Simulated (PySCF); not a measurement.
# Electronic structure of As (arsenic, neutral) at the UHF level

Configuration: [Ar] 3d10 4s2 4p3, high-spin 4S determinant. Calculation: PySCF 2.14, in def2-TZVP; the non-relativistic Hamiltonian (point nucleus).

* Total energy: -2234.194168 hartree
* One-electron energy: -3114.7740 hartree
* Hartree (Coulomb) energy: 962.0969 hartree
* Exchange energy: -81.5170 hartree
* Kinetic energy: 2234.16405 hartree
* ⟨S²⟩: 3.7509
* ⟨L²⟩: 0.000
* Sum of ⟨r⟩: 24.75 bohr
* Sum of ⟨r²⟩: 40.79 bohr²
* Density at the nucleus (Gaussians lack the cusp): 24000 bohr⁻³
* Spin density at the nucleus: -0.667 bohr⁻³
* Langevin diamagnetic susceptibility: -32.3 ×10⁻⁶ cm³/mol
* Time after the integrals: 0.12 s of wall time on 1 thread of Neoverse-V2 (shared host)

| shell | electrons | mean orbital energy (eV) | rms radius, mean of both spins (bohr) |
| --- | --- | --- | --- |
| 1s α | 1 | -11771.3 | 0.0537 |
| 1s β | 1 | -11771.1 | 0.0537 |
| 2s α | 1 | -1532.3 | 0.224 |
| 2s β | 1 | -1532.2 | 0.224 |
| 2p α | 3 | -1364.8 | 0.198 |
| 2p β | 3 | -1364.6 | 0.198 |
| 3s α | 1 | -218.66 | 0.650 |
| 3s β | 1 | -218.27 | 0.650 |
| 3p α | 3 | -160.27 | 0.671 |
| 3p β | 3 | -159.72 | 0.671 |
| 3d α | 5 | -57.571 | 0.747 |
| 3d β | 5 | -57.305 | 0.747 |
| 4s α | 1 | -22.153 | 2.18 |
| 4s β | 1 | -15.106 | 2.18 |
| 4p α | 3 | -10.039 | 2.70 |
